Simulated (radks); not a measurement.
The numbers below are computed, except where a source is named.
Valence configurations of Dy II (all share [Xe]). Code: a radial shooting solver on a logarithmic mesh with Libxc functionals. Model: Dirac Kohn-Sham, LDA (Slater exchange, Perdew-Wang correlation), spin-unpolarised, spherical densities, finite nucleus; open shells fill j = l - 1/2 first; Fermi nuclear charge, rms radius 5.2218 fm. Energies are relative to 4f10 6s1; eigenvalues in eV.

valence           E (eV)  e(4f5/2)  e(4f7/2)  e(5d3/2)  e(6p1/2)  e(6s1/2)
4f10 6s1           0.000   -10.205    -9.326         -         -    -9.107
4f10 6p1           3.264   -11.353   -10.473         -    -6.462         -
4f8 5d2 6s1       13.472   -23.025   -22.022   -10.004         -   -10.286
4f11               2.202    -4.272    -3.457         -         -         -
4f9.5 5d0.5 6s1    1.547   -13.080   -12.170    -7.979         -    -9.458
4f8 5d1 6s2       13.558   -25.608   -24.603   -11.672         -   -11.197
4f10 6s0.5 6p0.5   1.625   -10.784    -9.905         -    -6.182    -9.443
4f9 5d1 6s1        4.233   -16.198   -15.258    -8.667         -    -9.768
4f10 5d1           2.008    -8.470    -7.594    -6.124         -         -
4f9 6s2            3.437   -18.567   -17.624         -         -   -10.655

NIST lists [Xe] 4f10 6s1 as the ground configuration; this level of theory agrees among the configurations tried. The energies are those of spherical spin-averaged densities, not of single terms.
